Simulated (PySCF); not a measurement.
CuF, singlet, at a GFN2-xTB geometry (such geometries of metal compounds can be far from the true shape).

The PySCF input:
```python
from pyscf import gto, scf, dft

mol = gto.M(
    atom='''
Cu   -0.000000   -0.000000   -0.406158
F     0.000000    0.000000    1.308730
''',
    basis='cc-pvdz',
    charge=0,
    spin=0,
    verbose=4,
)

mf = dft.RKS(mol)
mf.xc = 'pbe0'
mf = mf.density_fit(auxbasis='def2-universal-jkfit')
mf.kernel()
```

Q: What does this run give for the HOMO-LUMO gap, number of basis functions, dipole moment, nuclear repulsion energy?

A: 
```
Property                        Value
-------------------------  ----------
HOMO-LUMO gap                 4.37 eV
number of basis functions          57
dipole moment                  4.60 D
nuclear repulsion energy   80.5389 Eh
```
